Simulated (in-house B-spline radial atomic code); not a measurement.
# The indium ion In³⁺: [Kr] 4d10

Level of theory: non-relativistic BHandHLYP, spin-polarised, spherical fractional occupations, exact exchange averaged over the configuration, point nucleus; calculated with a radial B-spline atomic code at the basis-set limit.

Z_r = [3n² - l(l+1)]/(2<r>); Z_e = n√(-2ε); the last column is Slater's effective charge. Values are occupation-weighted means over spin.

```tsv
shell	electrons	ε (eV)	<r> (bohr)	Z_r	Z_e	Slater
1s	2	-27006	0.03105	48.31	44.55	48.70
2s	2	-4024.4	0.1342	44.70	34.40	44.85
2p	6	-3755.8	0.1146	43.61	33.23	44.85
3s	2	-803.25	0.3606	37.43	23.05	37.75
3p	6	-692.46	0.3522	35.49	21.40	37.75
3d	10	-488.26	0.3238	32.43	17.97	27.85
4s	2	-152.31	0.88	27.27	13.38	21.25
4p	6	-115.09	0.9354	24.59	11.63	21.25
4d	10	-53.405	1.14	18.43	7.92	9.85
```

The least bound orbital is 4d at -53.4 eV, and it is also the most diffuse (<r> = 1.14 bohr).
